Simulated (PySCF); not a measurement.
Structure from NMR data

An unknown has the formula C3H14O2Si3. Its calculated NMR data are:

¹H NMR (300 MHz, computed): δ 5.05 (s, 2H), 4.92 (d, 2H), 4.02 (d, 6H), 3.58 (s, 3H), -0.44 (m, 1H).

¹³C{¹H} NMR (computed): δ 94.7, 56.5, -15.1.

Level of theory: GFN2-xTB structure, shielding tensors at PBE0/pcSseg-1 (GIAO), in PySCF 2.14 (in vacuum, single conformer, equivalent nuclei averaged, non-relativistic Hamiltonian).

References, each an isolated molecule treated in the same way: ¹H, ¹³C vs TMS.

Propose a structure and justify it.

## Answers


The formula gives 0 degrees of unsaturation. 3 carbon signals for 3 carbons: no two carbons are equivalent. Carbon types of the structure: 1 × CH, 1 × CH2, 1 × CH3, leaving 8 H on heteroatoms. δC 94.7: sp3 carbon bearing two oxygens; 2 electronegative neighbours deshield it. δC 56.5: methyl carbon bonded to O; the inductive effect lowers its shielding. δC -15.1: sp3 CH bonded to 3 Si; an electropositive neighbour leaves it electron-rich and shielded. δH 5.05: hydrogen on an sp3 carbon bearing two oxygens; its carbon carries O, which withdraws density. δH 4.92: hydrogen on a silicon bonded to C, O. δH 3.58: hydrogen on a methyl carbon bonded to O; its carbon carries O, which withdraws density. δH -0.44: hydrogen on an sp3 CH bonded to 3 Si; an electropositive neighbour shields it, as in TMS itself.

These data were computed for SMILES O(C)CO[SiH2]C([SiH3])[SiH3].

This is the structure that produced the data.

Shifts are as computed. Against solution values, carbons near 30 ppm lie about +3 ppm off and those near 130 ppm about +5 ppm. Of 1211 compounds with measured shifts, 218 miss one by over three times the rms of a fit or turn the order of signals round; such compounds aren't used in these exercises. No couplings were computed; multiplicities are counted from neighbouring protons, with m where these are inequivalent, close in shift, in a saturated or five-membered ring or joined by F or P, and br s for small geminal =CH2 splittings.
